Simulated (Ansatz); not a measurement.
`OB(F)[SiH3]` + `[OH][Al]([OH])[SH]` → `[OH][Al]([SH])[O][SiH3]` + `OBF`  (cleavage of the Si–B bond)

Gas-phase electronic energies from Ansatz, PBE0-D4/def2-TZVP geometries. CBS: MP2 limit from def2 TZ/QZ plus the TZ coupled-cluster correction, frozen cores. This one scheme is used for every species. Functionals use def2-TZVPP. HSE06 is defined as in plane-wave codes. One conformer a species, not always the lowest.

`OB(F)[SiH3]`:

```xyz
8

O    -1.977   -0.089    0.046
B    -0.770   -0.671   -0.118
F    -0.791   -1.970   -0.393
Si    1.025    0.285    0.027
H    -1.931    0.849    0.244
H     1.775    0.184   -1.253
H     0.819    1.728    0.339
H     1.851   -0.316    1.108
```

`[OH][Al]([OH])[SH]`:

Cartesian coordinates in Å:
```
O 0.263 1.307 -0.659
Al -0.040 -0.183 0.079
O -0.654 -1.558 -0.682
S 0.396 -0.361 2.194
H 0.114 1.514 -1.578
H -0.892 -1.635 -1.603
H 0.814 0.916 2.249
```

`[OH][Al]([SH])[O][SiH3]`:

```xyz
10

O    -1.302    0.253    2.152
Al   -0.955    0.614    0.544
S    -2.113    2.090   -0.551
O     0.304   -0.182   -0.216
Si    1.566   -1.118   -0.629
H    -2.002    0.662    2.657
H    -1.385    1.911   -1.667
H     1.125   -2.528   -0.795
H     2.621   -1.062    0.418
H     2.140   -0.639   -1.914
```

`OBF`:

```xyz
5

O     0.769    0.180    0.620
B    -0.114   -0.275   -0.285
F    -1.258    0.375   -0.493
H     0.481    0.984    1.065
H     0.122   -1.264   -0.907
```

```
             level  ΔE (kJ/mol)
          HSE06-D4       -123.0
            r2SCAN       -130.4
           r2SCANh       -132.8
CCSD(T)/def2-TZVPP       -138.2
```

Q: What does CCSD(T)/CBS give? (Best estimate.)

A: Computed: -137.7 kJ/mol. The listed levels differ from it by 14.7, 7.3, 4.9, -0.5 kJ/mol.

Largest T1 diagnostic among the species: 0.014.

From PBE to PBE0 (25 % exact exchange), in def2-TZVPP and without D4, ΔE moves by −11.1 kJ/mol. In def2-TZVPP, CCSD(T) changes the Hartree–Fock value by +29.8 kJ/mol (the triples alone add +4.0 kJ/mol) and MP2 by +22.3 kJ/mol.
